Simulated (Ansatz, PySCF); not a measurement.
Caution: the highest occupied level lies above zero, so the state may not be bound. This singlet lies 0.39 eV below the relaxed triplet at the level frozen-core CCSD(T)/aug-cc-pVTZ // B3LYP-D3(BJ)/def2-TZVP (Ansatz, a quantum-chemistry and plane-wave program); other levels give the other order.

B3LYP has the VWN-RPA correlation part, as in Gaussian. 

## C3H3, SMILES `C1=C[CH-]1` (singlet; the order of the spin states depends on the level) (charge -1, multiplicity 1)

Computed with B3LYP-D3(BJ)/def2-TZVP (PySCF).

The HOMO is 2.23 eV. The total energy comes out as -115.9814 Ha and the cost comes out as roughly 9 core-seconds.

```xyz
6

C     -0.3944    -0.6181     0.2503
C     -0.2889     0.6413    -0.0167
C      0.9171     0.0572     0.8292
H     -1.1049    -1.4351     0.3288
H     -0.8571     1.5224    -0.2981
H      1.7283    -0.1677     0.0881
```
Charge -1, spin multiplicity 1.
